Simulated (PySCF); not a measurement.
**Steps of a relaxation of [Er(H2O)6]3+**

[Er(H2O)6]3+ (singlet in the valence; each metal's 4f electrons, 11 of them, lie in its core potential, out of spins and levels; a saddle point, relaxed within its symmetry). PySCF 2.14.0, RKS r2SCAN, Er lcecp-1-SVP with ECP57, O def2-SVP, H def2-SVP; non-relativistic Hamiltonian with scalar-relativistic core potentials where named; density fitting; no spin-orbit coupling. Origin of the start: template. Columns: position (Å) and force (eV/Å). Energies are counted from the last step; some of the 6 steps are shown. Forces carry noise of the integration grid, about 0.01 to 0.03 eV/Å.

Run from Python with OMP_NUM_THREADS=4. Where DIIS fails, smearing, a level shift and second-order steps follow.
It took 68 s on 4 threads of Arm Neoverse V1, on a shared host, from the converged density of the start.

```xyz
19
step 0  E = 0.244 eV
Er    0.0000    0.0000    0.0000     0.00    0.00    0.00
O     0.0042    0.0000    2.4225     0.00    0.00   -1.24
H     0.5507    0.5435    3.0115     0.19    0.19    0.32
H    -0.5402   -0.5436    3.0134    -0.19   -0.19    0.32
O    -0.0042    0.0000   -2.4225     0.00    0.00    1.24
H     0.5383   -0.5454   -3.0134     0.19   -0.19   -0.32
H    -0.5488    0.5454   -3.0116    -0.19    0.19   -0.32
O     2.4225   -0.0042   -0.0042    -1.24    0.00    0.00
H     3.0125   -0.5497    0.5393     0.30   -0.23    0.23
H     3.0125    0.5393   -0.5497     0.30    0.23   -0.23
O     0.0042    2.4225    0.0000     0.00   -1.24    0.00
H     0.5507    3.0115    0.5435     0.19    0.32    0.19
H    -0.5402    3.0134   -0.5436    -0.19    0.32   -0.19
O    -2.4225    0.0042    0.0042     1.24    0.00    0.00
H    -3.0106    0.5497    0.5497    -0.30    0.23    0.23
H    -3.0144   -0.5393   -0.5393    -0.30   -0.23   -0.23
O    -0.0042   -2.4225    0.0000     0.00    1.24    0.00
H    -0.5488   -3.0116    0.5454    -0.19   -0.32    0.19
H     0.5383   -3.0134   -0.5454     0.19   -0.32   -0.19
```

```xyz
19
step 2  E = 0.029 eV
Er    0.0000    0.0000    0.0000     0.00    0.00    0.00
O     0.0041    0.0000    2.3552     0.00    0.00    0.17
H     0.5522    0.5371    2.9708    -0.07   -0.07   -0.18
H    -0.5419   -0.5371    2.9727     0.07    0.07   -0.18
O    -0.0041    0.0000   -2.3552     0.00    0.00   -0.17
H     0.5400   -0.5390   -2.9727    -0.07    0.07    0.18
H    -0.5503    0.5390   -2.9708     0.07   -0.07    0.18
O     2.3517   -0.0041   -0.0041     0.16    0.00    0.00
H     2.9641   -0.5503    0.5400    -0.18    0.08   -0.08
H     2.9641    0.5400   -0.5503    -0.18   -0.08    0.08
O     0.0041    2.3552    0.0000     0.00    0.17    0.00
H     0.5522    2.9708    0.5371    -0.07   -0.18   -0.07
H    -0.5419    2.9727   -0.5371     0.07   -0.18    0.07
O    -2.3517    0.0041    0.0041    -0.16    0.00    0.00
H    -2.9622    0.5503    0.5503     0.18   -0.08   -0.08
H    -2.9660   -0.5400   -0.5400     0.18    0.08    0.08
O    -0.0041   -2.3552    0.0000     0.00   -0.17    0.00
H    -0.5503   -2.9708    0.5390     0.07    0.18   -0.07
H     0.5400   -2.9727   -0.5390    -0.07    0.18    0.07
```

```xyz
19
step 3  E = 0.005 eV
Er    0.0000    0.0000    0.0000     0.00    0.00    0.00
O     0.0041    0.0000    2.3378     0.00    0.00    0.17
H     0.5536    0.5348    2.9510    -0.03   -0.03   -0.10
H    -0.5434   -0.5348    2.9529     0.03    0.03   -0.10
O    -0.0041    0.0000   -2.3378     0.00    0.00   -0.17
H     0.5415   -0.5367   -2.9529    -0.03    0.03    0.10
H    -0.5518    0.5367   -2.9510     0.03   -0.03    0.10
O     2.3324   -0.0041   -0.0041     0.16    0.00    0.00
H     2.9424   -0.5498    0.5395    -0.10    0.03   -0.03
H     2.9424    0.5395   -0.5498    -0.10   -0.03    0.03
O     0.0041    2.3378    0.0000     0.00    0.17    0.00
H     0.5536    2.9510    0.5348    -0.03   -0.10   -0.03
H    -0.5434    2.9529   -0.5348     0.03   -0.10    0.03
O    -2.3324    0.0041    0.0041    -0.16    0.00    0.00
H    -2.9405    0.5498    0.5498     0.10   -0.03   -0.03
H    -2.9443   -0.5395   -0.5395     0.10    0.03    0.03
O    -0.0041   -2.3378    0.0000     0.00   -0.17    0.00
H    -0.5518   -2.9510    0.5367     0.03    0.10   -0.03
H     0.5415   -2.9529   -0.5367    -0.03    0.10    0.03
```

Q: Where does the relaxation end?

A: It converges at step 5 in D2d:
```xyz
19
step 5  E = 0
Er    0.0000    0.0000    0.0000
O     0.0041    0.0000    2.3350
H     0.5585    0.5325    2.9421
H    -0.5483   -0.5325    2.9440
O    -0.0041    0.0000   -2.3350
H     0.5464   -0.5344   -2.9440
H    -0.5567    0.5344   -2.9421
O     2.3287   -0.0040   -0.0040
H     2.9331   -0.5508    0.5406
H     2.9331    0.5406   -0.5508
O     0.0041    2.3350    0.0000
H     0.5585    2.9421    0.5325
H    -0.5483    2.9440   -0.5325
O    -2.3287    0.0040    0.0040
H    -2.9312    0.5508    0.5508
H    -2.9349   -0.5406   -0.5406
O    -0.0041   -2.3350    0.0000
H    -0.5567   -2.9421    0.5344
H     0.5464   -2.9440   -0.5344
```

Q: How did the contacts change?

A: 
```
      contact  start (Å)  end (Å)
 Er1–O2 (H2O)      2.422    2.335
 Er1–O5 (H2O)      2.422    2.335
 Er1–O8 (H2O)      2.422    2.329
Er1–O11 (H2O)      2.422    2.335
Er1–O14 (H2O)      2.422    2.329
Er1–O17 (H2O)      2.422    2.335
```


An lcecp potential fixes the number of 4f electrons, so in runs with it no electron can move into or out of that shell.
